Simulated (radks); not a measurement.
Valence configurations of Ga+ (all share [Ar]). Calculated with a radial shooting solver on a logarithmic mesh with Libxc functionals: Dirac Kohn-Sham, BLYP, spin-unpolarised, spherical densities, finite nucleus; open shells are shared between the two j in proportion to 2j + 1; Fermi nuclear charge, rms radius 3.9973 fm. Energies are relative to 3d10 4s2; eigenvalues in eV.

valence,E (eV),e(3d3/2),e(3d5/2),e(4p1/2),e(4p3/2),e(4s1/2)
3d10 4s2,0.000,-27.606,-27.143,-,-,-16.366
3d10 4s1 4p1,7.383,-29.424,-28.960,-10.077,-9.892,-17.462
3d9.5 4s2 4p0.5,10.013,-32.264,-31.784,-10.236,-10.040,-17.850
3d10 4s0.5 4p1.5,11.167,-30.285,-29.819,-10.469,-10.277,-17.971
3d10 4p2,15.011,-31.117,-30.651,-10.844,-10.645,-
3d9 4s2 4p1,21.904,-37.083,-36.586,-11.208,-10.984,-19.281
3d9.5 4p2.5,25.966,-35.606,-35.123,-11.739,-11.513,-
3d9 4s1 4p2,30.236,-38.723,-38.225,-11.939,-11.701,-20.217
3d8.5 4s1 4p2.5,44.551,-43.620,-43.103,-12.842,-12.576,-21.542
3d8 4s2 4p2,51.692,-47.168,-46.635,-13.077,-12.796,-22.015

NIST lists [Ar] 3d10 4s2 as the ground configuration; this level of theory agrees among the configurations tried. The energies are those of spherical spin-averaged densities, not of single terms.
